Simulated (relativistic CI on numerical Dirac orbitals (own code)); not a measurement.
# Inner-shell lines of Ag³⁰⁺

These numbers are calculated, not measured: Dirac-Coulomb-Breit CI, separate exchange-only KLI orbitals for each configuration, model QED, valence Slater integrals scaled by 0.9 (own radial code, finite nucleus).

Configurations in the expansion (outside the closed core 1s2 2p6): 2s2 3s2 3p5, 2s 3s2 3p6, 2s 3s2 3p5 4p, 2s2 3s 3p6, 2s 3s 3p6 4p. Levels of other configurations are missing.

The table holds the strongest lines. The upper levels have an inner-shell vacancy. Auger decay, open to those above the ionisation limit, is not computed, and radiative decays to configurations outside the model are missing too. Absolute energies can be off by a few tenths of a per cent, and at this charge the scaling can make term splittings too narrow, so close lines can change order. LS names give the leading component, which can be well under half, for lower levels too. Brackets number the levels in order of energy.

```tsv
λ (Å)	Upper	Lower	A (s⁻¹)	gA (s⁻¹)
3.59625	2s 3s2 3p6 2S_1/2 [4]	2s2 3s2 3p5 2P°_1/2 [2]	5.83e+13	1.17e+14
3.55471	2s 3s2 3p6 2S_1/2 [4]	2s2 3s2 3p5 2P°_3/2 [1]	1.01e+14	2.02e+14
2.87257	2s 3s2 3p5 4p 2S_1/2 [7]	2s2 3s2 3p5 2P°_1/2 [2]	1.38e+11	2.75e+11
2.87206	2s 3s2 3p5 4p 2D_3/2 [8]	2s2 3s2 3p5 2P°_1/2 [2]	9.00e+09	3.60e+10
2.86429	2s 3s2 3p5 4p 2P_3/2 [10]	2s2 3s2 3p5 2P°_1/2 [2]	5.81e+09	2.32e+10
2.86336	2s 3s2 3p5 4p 2P_1/2 [11]	2s2 3s2 3p5 2P°_1/2 [2]	2.06e+10	4.11e+10
2.86106	2s 3s2 3p5 4p 2P_3/2 [14]	2s2 3s2 3p5 2P°_1/2 [2]	3.62e+10	1.45e+11
2.85676	2s 3s2 3p5 4p 4P_1/2 [15]	2s2 3s2 3p5 2P°_1/2 [2]	3.79e+11	7.57e+11
2.85227	2s 3s 3p6 4p 4P°_1/2 [23]	2s2 3s 3p6 2S_1/2 [3]	2.46e+12	4.93e+12
2.85174	2s 3s 3p6 4p 4P°_3/2 [24]	2s2 3s 3p6 2S_1/2 [3]	1.05e+13	4.21e+13
2.84823	2s 3s2 3p5 4p 4S_3/2 [5]	2s2 3s2 3p5 2P°_3/2 [1]	3.42e+12	1.37e+13
2.84727	2s 3s2 3p5 4p 4D_5/2 [6]	2s2 3s2 3p5 2P°_3/2 [1]	1.25e+13	7.47e+13
2.84649	2s 3s2 3p5 4p 4D_1/2 [16]	2s2 3s2 3p5 2P°_1/2 [2]	3.58e+12	7.17e+12
2.846	2s 3s2 3p5 4p 2S_1/2 [7]	2s2 3s2 3p5 2P°_3/2 [1]	1.79e+13	3.59e+13
2.84563	2s 3s2 3p5 4p 2D_3/2 [17]	2s2 3s2 3p5 2P°_1/2 [2]	1.25e+13	4.99e+13
2.8455	2s 3s2 3p5 4p 2D_3/2 [8]	2s2 3s2 3p5 2P°_3/2 [1]	5.56e+12	2.22e+13
2.84219	2s 3s 3p6 4p 2P°_1/2 [26]	2s2 3s 3p6 2S_1/2 [3]	1.94e+13	3.89e+13
2.84157	2s 3s 3p6 4p 2P°_3/2 [27]	2s2 3s 3p6 2S_1/2 [3]	1.76e+13	7.04e+13
2.8409	2s 3s 3p6 4p 2P°_1/2 [28]	2s2 3s 3p6 2S_1/2 [3]	1.54e+13	3.09e+13
2.83965	2s 3s2 3p5 4p 2S_1/2 [18]	2s2 3s2 3p5 2P°_1/2 [2]	8.56e+12	1.71e+13
2.83787	2s 3s2 3p5 4p 2P_3/2 [10]	2s2 3s2 3p5 2P°_3/2 [1]	1.37e+13	5.50e+13
2.83696	2s 3s2 3p5 4p 2P_1/2 [11]	2s2 3s2 3p5 2P°_3/2 [1]	1.39e+13	2.78e+13
2.83683	2s 3s2 3p5 4p 2D_5/2 [12]	2s2 3s2 3p5 2P°_3/2 [1]	2.12e+13	1.27e+14
2.8367	2s 3s2 3p5 4p 4P_3/2 [19]	2s2 3s2 3p5 2P°_1/2 [2]	2.66e+12	1.06e+13
2.83592	2s 3s2 3p5 4p 2D_5/2 [13]	2s2 3s2 3p5 2P°_3/2 [1]	4.40e+12	2.64e+13
2.83554	2s 3s2 3p5 4p 2P_1/2 [21]	2s2 3s2 3p5 2P°_1/2 [2]	2.71e+13	5.41e+13
2.83533	2s 3s2 3p5 4p 2D_3/2 [22]	2s2 3s2 3p5 2P°_1/2 [2]	2.31e+13	9.23e+13
2.83471	2s 3s2 3p5 4p 2P_3/2 [14]	2s2 3s2 3p5 2P°_3/2 [1]	1.59e+13	6.37e+13
2.83241	2s 3s 3p6 4p 2P°_3/2 [29]	2s2 3s 3p6 2S_1/2 [3]	9.01e+12	3.60e+13
2.83048	2s 3s2 3p5 4p 4P_1/2 [15]	2s2 3s2 3p5 2P°_3/2 [1]	7.62e+12	1.52e+13
2.8204	2s 3s2 3p5 4p 4D_1/2 [16]	2s2 3s2 3p5 2P°_3/2 [1]	4.84e+09	9.68e+09
2.81369	2s 3s2 3p5 4p 2S_1/2 [18]	2s2 3s2 3p5 2P°_3/2 [1]	7.43e+11	1.49e+12
2.80988	2s 3s2 3p5 4p 2D_5/2 [20]	2s2 3s2 3p5 2P°_3/2 [1]	1.56e+10	9.39e+10
2.80965	2s 3s2 3p5 4p 2P_1/2 [21]	2s2 3s2 3p5 2P°_3/2 [1]	9.88e+10	1.98e+11
2.80945	2s 3s2 3p5 4p 2D_3/2 [22]	2s2 3s2 3p5 2P°_3/2 [1]	5.63e+10	2.25e+11
```
